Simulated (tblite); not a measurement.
Species: C5H6N2Si.
SMILES: `c1(C#C)nccn1[SiH3]`

Computed with GFN2-xTB (tblite): harmonic, unscaled wavenumbers at the GFN2-xTB geometry, gas phase. This tight-binding method is rough: wavenumbers can miss measured ones by several per cent, in bad cases by 10 to 20. Modes of hydrogen on silicon can be 10 to 20 % off.

Harmonic wavenumbers (cm⁻¹): 49.2, 102.7, 121.7, 160.1, 214.0, 387.4, 433.4, 500.5, 569.3, 581.5, 598.3, 611.9, 640.3, 677.7, 696.2, 756.4, 764.1, 769.7, 794.5, 830.3, 904.6, 1024.8, 1112.0, 1164.3, 1256.9, 1291.6, 1371.7, 1465.0, 1527.1, 2252.8, 2298.7, 2301.3, 2301.8, 3164.0, 3178.3, 3396.2.

A = 2189, B = 1991, C = 1056 MHz; mass 122.030 u (most abundant isotopes); point group Cs, symmetry number 1.

Problem. What is the zero-point energy?

Solution. ½Σν̃ = 20135 cm⁻¹ = 57.57 kcal/mol.

Problem. Entropy at 273.15 K, 1 bar (ideal gas, RRHO, classical rotation)?

Solution. Translation 39.90, rotation 28.38, vibration 20.68: S = 89.0 cal/(mol K).

Problem. And Cp and H(273.15 K) − H(0)?

Solution. Cp = 31.63 cal/(mol K), of which vibrations give 23.68 (their classical limit is 36 R = 71.5); H(273.15 K) − H(0) = 5.24 kcal/mol without the zero-point energy, 3.07 from vibrations.

Problem. Which modes carry the vibrational entropy at 273.15 K?

Solution. 49.2 cm⁻¹: 4.68; 102.7 cm⁻¹: 3.23; 121.7 cm⁻¹: 2.90; 160.1 cm⁻¹: 2.38; 214.0 cm⁻¹: 1.85; 387.4 cm⁻¹: 0.88 cal/(mol K); the other 30 give 4.74 together.

Problem. Blend soft modes into free rotors: weight 1/[1 + (100 cm⁻¹/ν̃)⁴] for the oscillator and the rest for a rotor with moment μB/(μ + B), μ = h/(8π²ν), B = 10⁻⁴⁴ kg m². What vibrational entropy results?

Solution. 19.21 cal/(mol K) in place of 20.68, which changes −T·S at 273.15 K by +0.40 kcal/mol.

Problem. What must be added to the electronic energy to get the Gibbs energy at 273.15 K and 1 bar?

Solution. ZPE + [H(273.15 K) − H(0)] − T·S = 57.57 + 5.24 − 24.30 = 38.51 kcal/mol.

Problem. How do the functions run with temperature in this model?

Solution. 
```csv
T (K),S (cal/(mol K)),Cp (cal/(mol K)),H − H(0) (kcal/mol),G − H(0) (kcal/mol),ln q(vib)
50,57.1,12.0,0.48,-2.38,0.37
100,66.7,16.0,1.18,-5.49,1.29
298.15,91.8,33.9,6.06,-21.32,5.27
373.15,100.1,39.9,8.83,-28.52,6.85
500,112.9,47.8,14.42,-42.04,9.54
750,134.4,57.9,27.75,-73.06,14.62
1000,152.0,64.1,43.05,-108.92,19.26
```

q(vib) and H(0) count from the zero-point level.

Hindered rotation and anharmonicity are outside this model.
